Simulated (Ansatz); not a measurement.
The cluster Ag6⁻ (the lowest doublet isomer of a short search). Total charge -1; doublet. Geometry PBE0-D4/def2-SVPD, basis def2-TZVPD, Ansatz.

```xyz
6

Ag    1.174   -0.239   -1.723
Ag    0.472    1.318    0.563
Ag   -1.408    0.565   -1.449
Ag   -2.055    0.553    1.356
Ag    2.222   -0.785    0.904
Ag   -0.404   -1.412    0.348
```

| run | HOMO (eV) | LUMO (eV) |
| --- | --- | --- |
| A | -0.30 | 0.07 |
| B | -0.19 | 0.07 |
| C | -0.70 | 0.86 |
| D | -0.55 | -0.27 |
| E | -0.42 | 0.26 |
| F | -1.94 | 2.21 |

In the def2 sets Ag takes a core potential; there is no spin–orbit coupling. The structure comes from a short search, and lower isomers may exist.

HOMO and LUMO are taken over both spins.

Q: The runs used BLYP, LDA (SPW92), PBE, PBE0, r2SCAN, ωB97M-V. Estimate which is which.

A: A PBE (0 % exact exchange); B BLYP (0 % exact exchange); C PBE0 (25 % exact exchange); D LDA (SPW92) (0 % exact exchange); E r2SCAN (0 % exact exchange); F ωB97M-V (range-separated). Exact exchange lowers occupied and raises empty levels; among semilocal functionals meta-GGAs tend to open the gap a little, and such runs are hard to tell apart. The gap grows from 0.26 eV (BLYP) to 4.15 eV (ωB97M-V).
